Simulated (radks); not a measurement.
Spherical jellium clusters: N electrons in a uniform positive sphere of charge N and radius rs N^(1/3), rs = 5.47 bohr. Calculated with a radial shooting solver with Libxc functionals: non-relativistic Kohn-Sham, LDA (Slater exchange, Perdew-Wang correlation), spin-polarised, spherical densities. Levels are named by radial order and angular momentum (1s, 1p, 1d, 2s, ...), and open shells are averaged over m.

N = 12, configuration 1s2 1p6 1d(up 4, down 0). This is the lowest configuration that the search found. Occupied and some empty levels:

| level | occupation | eigenvalue (eV) | <r> (bohr) |
|---|---|---|---|
| 1s up | 1 | -3.5032 | 8.170 |
| 1s down | 1 | -3.2700 | 7.801 |
| 1p up | 3 | -2.9772 | 9.430 |
| 1p down | 3 | -2.6913 | 9.360 |
| 1d up | 4 | -2.2770 | 10.42 |
| 1d down | 0 | -1.9806 | 10.51 |
| 2s up | 0 | -1.8184 | 8.759 |
| 2s down | 0 | -1.6875 | 8.990 |
| 1f up | 0 | -1.4533 | 11.37 |
| 1f down | 0 | -1.1723 | 11.61 |
| 2p up | 0 | -0.98272 | 11.25 |
| 2p down | 0 | -0.84248 | 11.54 |

Energy (eV): total -20.8193, kinetic 12.474, external -373.10, Hartree 185.81, exchange-correlation -33.741, background 187.74.
